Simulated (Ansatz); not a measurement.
Consider the ligand exchange at the Si–C bond: `N=CC[SiH2][SiH3]` + `O[SiH3]` → `[SiH3]O[SiH2][SiH3]` + `CC=N`.

Computed with Ansatz on PBE0-D4/def2-TZVP structures; ΔE is electronic, products minus reactants. CCSD(T)/CBS adds triple-zeta CCSD(T) − MP2 to the extrapolated MP2 energy (def2 sets, frozen cores). Functionals use def2-TZVPP. B3LYP here is the variant with VWN-RPA as its local correlation; programs differ in this. One conformer a species, not always the lowest.

```tsv
level	ΔE (kJ/mol)	difference from CCSD(T)/CBS
r2SCAN-D4	-99.4	2.3
PBE0-D4	-93.6	8.1
B3LYP-D4	-106.1	-4.4
ωB97X-V	-102.4	-0.7
ωB97M-V	-100.9	0.8
B2PLYP	-106.9	-5.2
PBE	-89.8	11.9
r2SCAN	-100.1	1.6
B3LYP	-108.8	-7.1
HF/def2-TZVPP	-127.9	-26.2
MP2/def2-TZVPP	-99.0	2.7
CCSD/def2-TZVPP	-105.1	-3.4
MP2/def2-QZVPP	-100.4	1.3
SCS-MP2/def2-QZVPP	-106.9	-5.2
HF/CBS(def2)	-130.5	-28.8
MP2/CBS(def2)	-100.0	1.7
CCSD(T)/CBS	-101.7	0
```

Largest T1 diagnostic among the species: 0.013.

From PBE to PBE0 (25 % exact exchange), in def2-TZVPP and without D4, ΔE moves by −5.4 kJ/mol. In def2-TZVPP, CCSD(T) changes the Hartree–Fock value by +27.2 kJ/mol (the triples alone add +4.4 kJ/mol) and MP2 by +28.9 kJ/mol.
